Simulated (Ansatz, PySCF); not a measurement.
Gas-phase reaction (SMILES): CN(C)B(O)O [dimethylaminoboronic acid] + Cl (HCl) -> OB(O)Cl + CNC; hydrogen chloride cleaves one B-N bond, a model of a ligand-exchange step.

Each molecule is optimised on its own at B3LYP-D3(BJ)/def2-TZVP (Ansatz, a program for electronic structure), one conformer each, not searched for the lowest. Valence correlation only, unless marked. No spin-orbit coupling. No relativistic terms. CBS marks a two-point X^-3 extrapolation of the correlation energy; Hartree-Fock from the larger set. The bracket is a focal-point correction in the basis named. Thermal terms are rigid-rotor harmonic-oscillator values from B3LYP-D3(BJ) frequencies (Ansatz or PySCF) at 298.15 K and 1 atm. 1 Eh = 627.5095 kcal/mol.

```csv
species,"E, RI-MP2/CBS(aug-cc-pV(T+d)Z,aug-cc-pV(Q+d)Z)+[CCSD(T)-MP2]/aug-cc-pV(T+d)Z (Ansatz) (Eh)","E, wB97M-V/def2-TZVPD (Ansatz) (Eh)",H - E (Eh)
CN(C)B(O)O,-310.90305,-311.22211,0.12509
Cl (HCl),-460.37874,-460.79070,0.01000
OB(O)Cl,-636.27023,-636.87010,0.04002
CNC,-135.00124,-135.13331,0.09743
```

Problem. Work out ΔE and ΔH at 298.15 K at the first level, then ΔH at the second.

Solution. 
1. ΔE = [(-636.27023) + (-135.00124)] - [(-310.90305) + (-460.37874)] = 0.01032 Eh = 6.5 kcal/mol at RI-MP2/CBS(aug-cc-pV(T+d)Z,aug-cc-pV(Q+d)Z)+[CCSD(T)-MP2]/aug-cc-pV(T+d)Z.
2. The terms H - E add up to 0.00236 Eh, so ΔH = (0.01032 + (0.00236))×627.5095 = 8.0 kcal/mol.
3. At wB97M-V/def2-TZVPD the same steps give ΔE = 5.9 and ΔH = 7.4 kcal/mol, a shift of -0.6 from the first level.
4. These values are not checked against measurement here, since the tables used lack a sound gas-phase enthalpy of formation for at least one species.
